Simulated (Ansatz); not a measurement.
Gas-phase electronic energies from Ansatz, PBE0-D4/def2-TZVP geometries. CCSD(T)/CBS is the MP2 limit (def2-TZVPP, def2-QZVPP) plus CCSD(T) − MP2 in def2-TZVPP, frozen cores. This one scheme is used for every species. DFT in def2-TZVPP. B3LYP here is the variant with VWN-RPA as its local correlation; programs differ in this. def2 core potentials past Kr. For Sn outer-core shells are correlated without core-valence functions, which leaves a few kJ/mol of doubt a bond. One conformer a species, not always the lowest.

`NB(F)[SiH2]Cl` + `[OH][SnH3]` → `Cl[SiH2][O][SnH3]` + `NBF`  (cleavage of the Si–B bond)

Q: Is it downhill or uphill in electronic energy at CCSD(T)/CBS, and by how much? (Best estimate.)

A: Ansatz gave: Downhill: ΔE = -150.6 kJ/mol.

Q: What do these levels give: PBE-D4, r2SCAN-D4, B3LYP-D4, ωB97M-V, B2PLYP, MP2/def2-TZVPP, SCS-MP2/def2-TZVPP, CCSD/def2-TZVPP, HF/def2-QZVPP, SCS-MP2/def2-QZVPP, HF/CBS(def2), MP2/CBS(def2)? (Best estimate.)

A: Ansatz gave: PBE-D4 -123.1, r2SCAN-D4 -143.4, B3LYP-D4 -147.0, ωB97M-V -149.6, B2PLYP -151.0, MP2/def2-TZVPP -157.4, SCS-MP2/def2-TZVPP -159.0, CCSD/def2-TZVPP -152.6, HF/def2-QZVPP -175.8, SCS-MP2/def2-QZVPP -160.4, HF/CBS(def2) -176.2, MP2/CBS(def2) -158.4 kJ/mol.

Largest T1 diagnostic among the species: 0.014.

In def2-TZVPP, CCSD(T) changes the Hartree–Fock value by +23.8 kJ/mol (the triples alone add +3.1 kJ/mol) and MP2 by +15.9 kJ/mol. From PBE to PBE0 (25 % exact exchange), in def2-TZVPP and without D4, ΔE moves by −10.6 kJ/mol.
